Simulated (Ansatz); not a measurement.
`NB(N)S` + `[F][Ge][SH]` → `NB(S)S` + `[NH2][Ge][F]`  (redistribution)

Program: Ansatz. Geometries: PBE0-D4/def2-TZVP. ΔE: electronic, gas phase. CCSD(T)/CBS is the MP2 limit (def2-TZVPP, def2-QZVPP) plus CCSD(T) − MP2 in def2-TZVPP, frozen cores. This one scheme is used for every species. DFT in def2-TZVPP. B3LYP here is the variant with VWN-RPA as its local correlation; programs differ in this. For Ge outer-core shells are correlated without core-valence functions, which leaves a few kJ/mol of doubt a bond. Scalar relativity is left out up to krypton. One conformer a species, not always the lowest.

**Question.** Is it downhill or uphill in electronic energy at CCSD(T)/CBS, and by how much? (An estimate is asked.)

**Answer.** Ansatz gave: Uphill: ΔE = +43.4 kJ/mol.

**Question.** What do these levels give: revPBE-D4, BLYP-D4, B2PLYP, PBE-QIDH, PBE0, B3LYP, r2SCANh, MP2/def2-SVP, HF/def2-TZVPP, HF/def2-QZVPP, HF/CBS(def2), CCSD/CBS(def2)? (Estimate.)

**Answer.** Computed: revPBE-D4 45.9, BLYP-D4 49.7, B2PLYP 46.6, PBE-QIDH 44.1, PBE0 49.7, B3LYP 52.8, r2SCANh 47.6, MP2/def2-SVP 33.7, HF/def2-TZVPP 53.1, HF/def2-QZVPP 54.3, HF/CBS(def2) 54.4, CCSD/CBS(def2) 44.9 kJ/mol.

**Question.** What do rigid-rotor, harmonic-oscillator terms from PBE0-D4/def2-TZVP frequencies (298.15 K, 1 bar) make of the CCSD(T)/CBS value? (Estimate.)

**Answer.** Computed: ΔZPE = -1.6 kJ/mol, ΔH = +41.1 kJ/mol, ΔS = -5 J/(mol·K), ΔG = +42.5 kJ/mol.

Largest T1 diagnostic among the species: 0.015.

In def2-TZVPP, CCSD(T) changes the Hartree–Fock value by −12.3 kJ/mol (the triples alone add −1.5 kJ/mol) and MP2 by −15.7 kJ/mol. Leaving LDA and LC-ωPBE aside and taking each functional with its dispersion term where it has one, the values, not all of them listed here, spread over 9.3 kJ/mol, from ωB97X-V to BHLYP-D4.
